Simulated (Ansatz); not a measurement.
Isolated molecules relaxed with PBE0-D4/def2-TZVP in Ansatz; ΔE leaves out vibrations. CCSD(T)/CBS adds triple-zeta CCSD(T) − MP2 to the extrapolated MP2 energy (def2 sets, frozen cores). This one scheme is used for every species. DFT in def2-TZVPP. Each species was taken in one conformer, which may not be the lowest.

`O=C[SiH2]CS` → `O=CCS` + `[SiH2]`  (silylene formation by 1,1-elimination)

`O=C[SiH2]CS`:

Cartesian coordinates in Å:
```
O 1.455 0.434 -1.555
C 0.675 1.212 -1.061
Si -0.441 0.756 0.441
C -0.160 -1.033 0.903
S -0.598 -2.127 -0.481
H 0.611 2.247 -1.475
H -1.857 1.008 0.067
H -0.054 1.702 1.529
H 0.861 -1.224 1.236
H -0.825 -1.311 1.724
H 0.333 -1.662 -1.330
```

`O=CCS`:

Z-matrix (Å, degrees):
```
C
C 1 1.501
S 1 1.800 2 114.6
H 1 1.096 2 107.1 3 -123.3
H 1 1.096 2 106.9 3 123.3
O 2 1.198 1 125.6 3 -0.7
H 2 1.110 1 113.6 3 179.4
H 3 1.347 1 93.7 2 1.0
```

`[SiH2]`:

Cartesian coordinates in Å:
```
Si -0.662 0.251 0.069
H 0.147 -0.831 0.776
H 0.515 0.580 -0.844
```

Task: Is it downhill or uphill in electronic energy at CCSD(T)/CBS, and by how much? (Estimate.)

Result: Ansatz gave: Uphill: ΔE = +2.35 eV.

Task: What do these levels give: PBE0-D4, ωB97M-V, SCS-MP2/def2-TZVPP, CCSD(T)/def2-TZVPP, MP2/CBS(def2), CCSD/CBS(def2)? (Estimate.)

Result: Computed: PBE0-D4 2.42, ωB97M-V 2.30, SCS-MP2/def2-TZVPP 2.34, CCSD(T)/def2-TZVPP 2.26, MP2/CBS(def2) 2.54, CCSD/CBS(def2) 2.30 eV.

Largest T1 diagnostic among the species: 0.014.

From PBE to PBE0 (25 % exact exchange), in def2-TZVPP and without D4, ΔE moves by +0.07 eV. In def2-TZVPP, CCSD(T) changes the Hartree–Fock value by +0.19 eV (the triples alone add +0.05 eV) and MP2 by +0.38 eV.
